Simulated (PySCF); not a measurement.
## Hf²⁺ (hafnium, charge +2): HSE06 calculation

Configuration: [Xe] 4f14 5d1 6s1, high-spin 3D determinant (an excited configuration). Calculation: PySCF 2.14, in x2c-TZVPPall with one added diffuse shell each of s, p, d, f type (12s8p8d4f1g, 113 functions); the spin-free X2C one-electron Hamiltonian (Gaussian nucleus).

| Quantity | Value |
| --- | --- |
| Total energy | -15077.33 hartree |
| One-electron energy | -20647.19 hartree |
| Hartree (Coulomb) energy | 5881.82 hartree |
| Exchange-correlation energy | -311.97 hartree |
| ⟨S²⟩ | 2.0009 |
| ⟨L²⟩ | 6.037 |
| Sum of ⟨r⟩ | 38.17 bohr |
| Sum of ⟨r²⟩ | 44.53 bohr² |
| Traceless quadrupole moment −½Σ⟨3z² − r²⟩ along its main axis | 1.73 e·bohr² |
| Langevin diamagnetic susceptibility | -35.3 ×10⁻⁶ cm³/mol |
| Time after the integrals | about 16 core-seconds |

```
shell  electrons  mean orbital energy (hartree)  spread (hartree)  rms radius, mean of both spins (bohr)
 1s α          1                    -2397.75702                 0                                 0.0215
 1s β          1                    -2397.75615                 0                                 0.0215
 2s α          1                     -411.88884                 0                                 0.0869
 2s β          1                     -411.88643                 0                                 0.0869
 2p α          3                     -362.78502           0.00122                                 0.0788
 2p β          3                     -362.78320           0.00290                                 0.0788
 3s α          1                      -94.95672                 0                                  0.223
 3s β          1                      -94.95559                 0                                  0.223
 3p α          3                      -80.14651           0.00472                                  0.224
 3p β          3                      -80.14574           0.00527                                  0.224
 3d α          5                      -62.08506           0.00408                                  0.205
 3d β          5                      -62.08363           0.00573                                  0.205
 4s α          1                      -19.94598                 0                                  0.498
 4s β          1                      -19.94299                 0                                  0.498
 4p α          3                      -15.03933           0.01078                                  0.530
 4p β          3                      -15.03715           0.01268                                  0.530
 4d α          5                       -8.54266           0.01062                                  0.577
 4d β          5                       -8.53992           0.01582                                  0.577
 5s α          1                       -3.24400                 0                                   1.21
 5s β          1                       -3.21957                 0                                   1.21
 5p α          3                       -2.04604           0.00951                                   1.42
 5p β          3                       -2.01313           0.03983                                   1.42
 4f α          7                       -1.41345           0.01343                                  0.759
 4f β          7                       -1.40830           0.01821                                  0.759
 5d α          1                       -0.74291                 0                                   2.24
 6s α          1                       -0.71635                 0                                   3.18
```

Spin-orbit coupling, absent here, splits the open shell strongly.

Densities and radii are taken from the X2C orbitals without a picture-change correction, which distorts them close to the nucleus.
